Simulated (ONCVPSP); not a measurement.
**phosphorus (P): excitation energies, all-electron against ONCV**

ONCVPSP 4.0.1 input, shortened (lines: element, Z, core and valence counts, functional; n l f; lmax; l rc ep ncon nbas qcut; lloc lpopt rc5 dvloc0; l nproj debl; icmod fcfact rcfact), PBE, non-relativistic:

```
  P 15.00    3    2        4      upf
    1    0    2.00
    2    0    2.00
    2    1    6.00
    3    0    2.00
    3    1    3.00
    2
    0    1.50    0.00    3    7    3.80
    1    1.90    0.00    4    8    3.70
    2    1.60    0.43    4    7    5.80
    4    5    1.35    4.00
    0    2    1.60
    1    2    3.00
    2    2    0.90
    3    3.50    1.30
```

Energies are relative to the spin-unpolarised reference configuration 3s2 3p3; without spin polarisation the order of configurations can differ from experiment.

```tsv
valence configuration	charge	ΔE all-electron (eV)	error AE − PS (meV)
3s2 3p2	+1	9.742	+0.6
3s2 3p1	+2	28.901	+6.3
3s2 3p0	+3	58.651	+30
```

Task: What are ΔE and the potential's error for 3s2 3p2.5?

Result: ΔE = 3.781 eV all-electron; the error (AE − PS) is +0.1 meV.
